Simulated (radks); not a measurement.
Cr5+, configuration [Ar] 3d1. All-electron calculation, scalar-relativistic Kohn-Sham, PBE, spin-polarised, spherical densities, point nucleus; open shells are filled with parallel spins first. Program: a radial shooting solver on a logarithmic mesh with Libxc functionals.

Unscreened Slater integrals over Kohn-Sham orbitals (cm^-1). They are taken over the spin-up orbitals.

integral,value
"F0(3d,3d)",210000
"F2(3d,3d)",102260
"F4(3d,3d)",64719
"F0(3d,3p)",214700
"F2(3d,3p)",105060
"G1(3d,3p)",128490
"G3(3d,3p)",79739
"F0(3d,3s)",218550
"G2(3d,3s)",99412
"F0(3d,2p)",282070
"F2(3d,2p)",58091
"G1(3d,2p)",43830
"G3(3d,2p)",24891
"F0(3p,3p)",221360
"F2(3p,3p)",112030
"F0(3p,3s)",225200
"G1(3p,3s)",150110
"F0(3p,2p)",298720
"F2(3p,2p)",61238
"G0(3p,2p)",24249
"G2(3p,2p)",25362
"F0(3s,3s)",229430
"F0(3s,2p)",303870
"G1(3s,2p)",25844
"F0(2p,2p)",771720
"F2(2p,2p)",362700

Derived for the open shells (J is the average intra-shell exchange parameter used in DFT+U). 3d: Racah B = F2/49 - 5 F4/441 = 1353 cm^-1, C = 35 F4/441 = 5136 cm^-1, C/B = 3.80, F4/F2 = 0.633, J = (F2 + F4)/14 = 11930 cm^-1.
